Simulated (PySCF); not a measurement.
CH₂I, SMILES [CH2]I (connectivity only; charge and spin as stated), charge +1, multiplicity 1. Geometry optimised at PBE-D3(BJ)/def2-TZVP. The spin state was assumed, not searched. The isomer is the one that the SMILES or the coordinates give; other isomers of the formula were not compared. The def2 effective core potentials stand for the cores of I; spin–orbit coupling is left out.

Method: PBE-D3(BJ)/def2-TZVP run with PySCF.

Harmonic wavenumbers (cm⁻¹): 744, 861, 971, 1363, 3041, 3181. Rotational constants (GHz): 276.6, 9.629, 9.305; symmetry number 2.

Question: Work out the zero-point energy and the ideal-gas rigid-rotor harmonic-oscillator thermochemistry at 298.15 K and 1 atm.

Answer: ZPE = ½ Σ hcν = ½ × 10162 cm⁻¹ = 14.53 kcal/mol. H − E(el) = 17.03 kcal/mol. Entropy in cal/(mol K): translation 40.74, rotation 18.72, vibration 0.55, total 60.01. G − E(el) = -0.86 kcal/mol. Cp = 9.78 cal/(mol K).
